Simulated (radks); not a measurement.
Results of a calculation; reference values are marked as such.
The technetium ion Tc2+ inside a hard spherical wall (all orbitals vanish at R), configuration held at [Kr] 4d5 and not refilled when levels cross. Level of theory: scalar-relativistic Kohn-Sham, PBE, spin-polarised, spherical densities, point nucleus; open shells are filled with parallel spins first (spin-orbit coupling, left out, can overturn this in heavy ions) (a radial shooting solver on a logarithmic mesh with Libxc functionals). Eigenvalues in eV for spin up, with the zero of energy where the potential of the charges vanishes at infinity; a dash marks a level that is unbound or too diffuse for the functional's potential to be trusted. A positive occupied level is held by the wall or, in an anion where self-interaction has pushed it up, behind a barrier. The pressure on the wall is -dE/dV.

R (bohr)  E (hartree)  kinetic (hartree)    e(3d)    e(4s)    e(4p)    e(4d)  e(5s, empty)  e(5p, empty)  pressure (GPa)
free      -4284.91724           4424.584  -265.88  -90.720  -62.823  -23.818       -19.128       -13.606               0
12        -4284.91724           4424.584  -265.88  -90.720  -62.823  -23.818       -19.128       -13.606        < 0.0001
10        -4284.91724           4424.584  -265.88  -90.720  -62.823  -23.818       -19.128       -13.604        < 0.0001
7         -4284.91714           4424.585  -265.87  -90.713  -62.816  -23.812       -19.095       -13.448          0.0108
6         -4284.91632           4424.595  -265.83  -90.671  -62.777  -23.775       -18.939       -13.004           0.131
3         -4284.40001           4427.495  -257.99  -84.726  -57.043  -16.869         1.801        15.448             300
2.5       -4283.24890           4433.142  -248.12  -77.857  -49.925   -7.487        29.233        47.699            1540
2         -4278.75186           4452.528  -223.67  -59.863  -30.064   17.982        101.92        127.34            9990
1.5       -4258.00439           4525.125  -162.42    1.644   38.512   98.748        322.76        355.74           88200
